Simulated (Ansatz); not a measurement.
Input (CCSDT(Q)/def2-SVP; Ansatz, a first-principles code):

Ansatz 0.2 input:
```yaml
crystal:
  periodic: [false, false, false]
  atoms:
    - {symbol: Al, position_ang: [0.36063425, 0.02779166, -1.55804519]}
    - {symbol: H, position_ang: [-0.70871633, -0.55881742, -2.55187270]}
    - {symbol: H, position_ang: [1.74577083, 0.63262341, -1.99656512]}
    - {symbol: Se, position_ang: [-0.19980042, -0.03032667, 0.69697356]}
    - {symbol: H, position_ang: [1.06791440, 0.59600917, 1.10592421]}
basis:
  gaussian:
    orbitals: def2-SVP
magnetization: {spin_polarized: false}
correlation: {method: ccsdt_q, electrons: outside_noble_gas}
```

Output:

```
Functional definition: HF
integrals: 0.05 GiB planned
1082 factors; integrals over basis functions are off by at most 2.4e-7 eV
mean field: 0.27 GiB planned
mean field evaluation 1: about -71923.4299 eV, gradient 1.2e1 eV
mean field evaluation 2: about -71923.4426 eV, gradient 1.2e1 eV
mean field evaluation 4: about -71924.1857 eV, gradient 1.8e0 eV
mean field evaluation 8: about -71924.1970 eV, gradient 4.4e-5 eV
mean field evaluation 16: about -71924.1960 eV, gradient 4.3e-1 eV
mean field -71924.19699619 eV, -2643.1654876382 hartree, gradient 2.0e-6 eV, S^2 0.000000; 0 other end points of the search recorded, 0 dependent functions left out
19 core orbitals not correlated
reference -71924.19699619 eV, -2643.1654876382 hartree; 6, 6 occupied and 40, 40 virtual orbitals, 1082 factors
second order -5.11018700 eV of doubles, -0.00000000 eV of singles
coupled cluster: 0.34 GiB planned
cycle   1  -5.75210743 eV  change   -6.4e-1 eV  update   7.2e-2
cycle   2  -6.09793895 eV  change   -3.5e-1 eV  update   3.0e-2
cycle   3  -6.17297409 eV  change   -7.5e-2 eV  update   1.6e-2
cycle   4  -6.16447246 eV  change    8.5e-3 eV  update   5.5e-3
cycle   5  -6.16691171 eV  change   -2.4e-3 eV  update   2.7e-3
cycle   6  -6.16728004 eV  change   -3.7e-4 eV  update   8.9e-4
cycle   7  -6.16684252 eV  change    4.4e-4 eV  update   3.8e-4
cycle   8  -6.16690566 eV  change   -6.3e-5 eV  update   1.2e-4
cycle   9  -6.16696180 eV  change   -5.6e-5 eV  update   4.1e-5
cycle  10  -6.16694363 eV  change    1.8e-5 eV  update   1.6e-5
cycle  11  -6.16694537 eV  change   -1.7e-6 eV  update   6.1e-6
cycle  12  -6.16694653 eV  change   -1.2e-6 eV  update   2.0e-6
cycle  13  -6.16694779 eV  change   -1.3e-6 eV  update   8.1e-7
cycle  14  -6.16694865 eV  change   -8.6e-7 eV  update   2.7e-7
perturbative correction -0.00929423 eV, -0.0003415568 hartree
Total energy: -71930.37323908 eV, -2643.3924603779 hartree
```
